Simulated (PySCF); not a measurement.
## Br+: ionisation energy

Br+ [Ar] 3d10 4s2 4p4 (3P) → Br(2+) [Ar] 3d10 4s2 4p3 (4S), as a difference of total energies. All numbers are calculated (PySCF 2.14, a scalar-relativistic core potential, in aug-cc-pwCVTZ-PP with ECP10MDF). Correlated levels: valence: 3s2 3p6 3d10 frozen; valence and next inner shell: nothing frozen outside the core potential. The calculations carry no spin-orbit coupling.

```csv
method,ionisation energy (eV),error (eV)
UHF,20.234,-1.175
LDA,21.579,+0.170
PBE,21.314,-0.095
PBE0,21.338,-0.071
r2SCAN,21.416,+0.007
MN15,20.978,-0.431
PW91,21.403,-0.006
TPSSh,21.352,-0.057
LC-wPBE,21.467,+0.058
MP2 (valence),20.959,-0.450
SCS-MP2 (valence),21.036,-0.373
MP2 (valence and next inner shell),21.075,-0.334
SCS-MP2 (valence and next inner shell),21.116,-0.293
```

Reference: 21.409 eV (measured; NIST levels, between the centres of gravity of the two terms).

Errors of the correlated levels include the incompleteness of this basis and the frozen core.
